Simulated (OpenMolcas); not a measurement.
What dynamic correlation does to the levels of Re IV

| Quantity | Value |
| --- | --- |
| Program | OpenMolcas |
| Basis | ANO-RCC-VTZP [8s7p5d3f2g1h] |
| Scalar Hamiltonian | DKH2, point nucleus |
| Active space | 4 electrons in 9 orbitals (RAS2 5d 6s; RAS3 6p, at most 2 electrons) |
| State averaging | 2S+1 = 5 even, 15 roots; 2S+1 = 3 even, 90 roots kept (CI in the orbitals of an earlier block); 2S+1 = 1 even, 90 roots kept (CI in the orbitals of an earlier block); 2S+1 = 5 odd, 51 roots (14 in the spin-orbit step); 2S+1 = 3 odd, 84 roots kept (CI in the orbitals of an earlier block, 5 in the spin-orbit step); 2S+1 = 1 odd, 89 roots kept (CI in the orbitals of an earlier block, 0 in the spin-orbit step) |
| Spin-orbit coupling | state interaction with AMFI integrals over the reference wave functions, term energies averaged over their components |

Methods on the same reference wave functions:
A. RASSCF
B. SS-RASPT2, IPEA 0.25 Eh, imaginary shift 0.1 Eh (closed shells correlated: 5s 5p)
C. MS-RASPT2, IPEA 0.25 Eh, imaginary shift 0.1 Eh (closed shells correlated: 5s 5p)

Energies in cm-1 above 5d4 5D0, the measured ground level; measured values from the list in Brasseur, Gamrath and Quinet, At. Data Nucl. Data Tables 157, 101636 (2024).

```
            Level      A      B      C  Measured
   5d4 5D0 [67 %]    0.0    0.0    0.0       0.0
          5d4 5D1   2873   3300   3300      3084
          5d4 5D2   5807   6380   6380      5979
          5d4 5D3   8355   8870   8870      8350
          5d4 5D4  10439  10710  10710     10121
5d4 3P0(1) [57 %]  16522  15440  15440          
   5d4 3H4 [57 %]  19796  18450  18450     16946
       5d4 3P1(1)  21940  20530  20530     19340
   5d4 3G3 [55 %]  23160  21370  21370          
5d4 3F2(1) [72 %]  23213  21300  21300     19851
          5d4 3H5  24046  22720  22720     20930
          5d4 3H6  26164  24760  24760     22896
5d4 3P2(1) [63 %]  27951  25940  25940          
5d4 3F3(1) [54 %]  30501  28430  28430          
   5d4 3D3 [61 %]  33266  30490  30490     28526
          5d4 3G5  33925  32180  32180     30052
          5d4 3D1  36377  33630  33630     31543
          5d4 1I6  36959  34850  34850     32396
       5d3 6s 5F1  40593  39650  39650     39118
5d4 1G4(1) [51 %]  41055  38560  38560          
       5d4 1S0(1)  41935  38720  38720     36484
       5d3 6s 5F2  42753  41690  41690     41100
   5d4 1F3 [54 %]  45003  41050  41050          
5d3 6s 5F3 [67 %]  45539  44620  44620     44329
```

Deviations, from unrounded energies. A percentage is the sum of absolute deviations over the sum of measured energies, with the sign that they share, or ± where signs differ.

```json
{"Against measurement": "mean absolute deviation (cm-1)", "Levels": "17", "A": "2600", "B": "1300", "C": "1300"}
{"Against measurement": "fine structure of the ground term (%)", "Levels": "4", "A": "±2.6", "B": "+6.3", "C": "+6.3"}
{"Against measurement": "other terms of the ground configuration (%)", "Levels": "10", "A": "+14.9", "B": "+7.2", "C": "+7.2"}
{"Against measurement": "other configurations (%)", "Levels": "3", "A": "+3.5", "B": "+1.1", "C": "+1.1"}
```

B, C lie about equally close to measurement and A furthest from it. The largest miss of B in the table is 5d4 1I6, by +2500 cm-1. The ranking rests on the paired levels alone, and a cruder setting can come out closer through cancelling errors.

Between B and C no level of the table moves by more than 5 cm-1.

The two smallest mean deviations differ by little beside CASPT2's spread within terms, so their order carries little weight.

From A to B the spin-free energies of the other terms of 5d4 shown, above 5D, scale by factors of 0.85 to 0.88, as is usual when dynamic correlation screens the repulsion within a d or f shell.

The lowest spin-free term lies below A's lowest term by 0.279 hartree in B, 0.279 hartree in C.

CASPT2 does not keep the components of a term degenerate, so their means are used; among the terms shown or strongly mixed into the levels shown the widest spread is 650 cm-1 (5d3 6s 5F, C). Some high roots are left out of the spin-orbit mixing, which shifts the levels that they would mix with. Terms from blocks run as CI alone lack orbitals of their own. A single d shell beside an s shell can misplace configurations of different d count against each other. Without dynamic correlation excited terms often stand tens of per cent too high (terms of higher spin than the ground term too low), and those without a measured partner can miss by more than the paired ones (holds for A). Some levels mix across a computed gap that differs much from the measured one, so their mixing is not that of the real levels (holds for A). Blocks of more than 70 roots (2S+1 = 3 even, 1 even) ran without multistate coupling (holds for C). Measured partners are found by configuration, term and J. A level has none where our copy of the source lacks it or the pairing is in doubt (some pairs that miss far off the trend of their configuration count as doubtful), and it then counts in no deviation. Levels of configurations outside the active space are missing. Levels that lie high or do not pair safely by name in every column are left out.

A share in square brackets marks a mixed level and gives the weight of the term that names it, the lowest over the columns. A number in round brackets counts repeated terms of one configuration in the order of the reference energies.
